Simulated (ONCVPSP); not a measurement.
**Reading a pseudo-wave (Cr)**

Columns: radius, all-electron u(r) and pseudo u(r) of the 3p shell (level -46.86 eV) of chromium in the configuration [Ne] 3s2 3p6 3d5 4p1; PBE, scalar-relativistic, ONCV scheme, ONCVPSP 4.0.1.

```csv
r (bohr),all-electron,pseudo
0.110,-0.4989,0.0547
0.220,-0.4550,0.2064
0.330,0.0026,0.4216
0.440,0.4812,0.6549
0.550,0.8276,0.8609
0.660,1.0220,1.0062
0.770,1.0920,1.0759
0.880,1.0764,1.0735
0.990,1.0096,1.0158
1.100,0.9162,0.9245
1.210,0.8128,0.8189
1.320,0.7094,0.7125
1.430,0.6118,0.6128
1.540,0.5229,0.5230
1.650,0.4437,0.4436
1.760,0.3745,0.3744
1.870,0.3147,0.3146
1.980,0.2636,0.2634
2.090,0.2201,0.2200
2.200,0.1833,0.1832
2.310,0.1524,0.1523
2.420,0.1265,0.1264
2.530,0.1048,0.1048
2.640,0.0867,0.0867
2.750,0.0717,0.0717
2.860,0.0592,0.0592
```

**Question.** How many radial nodes do the two functions have?

**Answer.** The all-electron 3p function has n − l − 1 = 1; the pseudo-wave has 0, since the states of the same l below it are removed with the core.

**Question.** At about which radius was the pseudo-wave matched?

**Answer.** 1.85 bohr. The columns agree to 0.0005 from 1.54 bohr on; several derivatives are matched, so the curves merge somewhat inside the radius.

**Question.** Where does each function peak?

**Answer.** Outermost all-electron maximum near 0.77 bohr, pseudo maximum near 0.77 bohr (to the table’s step).

**Question.** Is the pseudo-wave norm-conserving?

**Answer.** Yes: the ONCV scheme keeps the norm inside the radius equal to the all-electron one, which fixes the energy derivative of the logarithmic derivative at the level.
